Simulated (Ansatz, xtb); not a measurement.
# C5H8OS: 5 structures ranked

5 gas-phase structures of C5H8OS, from a drawn sample of its isomers (lower ones may exist). Each was relaxed with GFN2-xTB; where two conformers were screened, the lower at r2SCAN-D4/def2-SVP is listed:

A. `O=C[C@H]1C[C@@H](S)C1`, a singlet
B. `O=CC1(S)CCC1`, a singlet
C. `O=C[C@@H]1CC[C@H]1S`, a singlet
D. `O=C[C@@H]1CC[C@@H]1S`, a singlet
E. `O=C[C@H]1C[C@H](S)C1`, a singlet

Which do you expect lowest at r2SCAN-D4/def2-SVP, and how would the others follow?

Calculated order at r2SCAN-D4/def2-SVP: B (0.0), C (1.3), A (1.3), E (1.8), D (2.9) kcal/mol. Less than 1 kcal/mol parts C and A; A and E, so the order within those pairs means little.

Energies above the lowest of each column, in kcal/mol; the last columns are at PBE0-D3(BJ)/def2-SVP geometries:

```
structure  GFN2-xTB  HF/STO-3G  r2SCAN-D4/def2-SVP  PBE0-D3(BJ)/def2-SVP  CCSD(T)/def2-SVP + ΔMP2/def2-TZVPP
        B       0.0        3.0                 0.0                   0.0                                 0.0
        C       0.2        0.0                 1.3                   1.1                                 1.2
        A       0.1        1.9                 1.3                   1.6                                 2.4
        E       0.8        0.7                 1.8                   1.4                                 1.2
        D       2.2        2.8                 2.9                   2.9                                 3.1
```

CCSD(T)/def2-SVP + ΔMP2/def2-TZVPP puts B lowest; HF/STO-3G picks C. CCSD(T)/def2-SVP + ΔMP2/def2-TZVPP orders those it was run on as B (0.0), C (1.2), E (1.2), A (2.4), D (3.1) kcal/mol. Less than 1 kcal/mol parts C and E; A and D, so the order within those pairs means little. Flexible structures stand in one conformer each, not always the lowest. ΔMP2 is the change of the MP2 energy from the smaller to the larger basis.

Over these structures GFN2-xTB departs from r2SCAN-D4/def2-SVP by 0.4 kcal/mol on average once a common shift is removed. A GFN2-xTB relaxation took about 0.17 s and the r2SCAN-D4/def2-SVP energy about 3.9 s on a shared host (Ansatz 0.2.0, xtb 6.7.1).
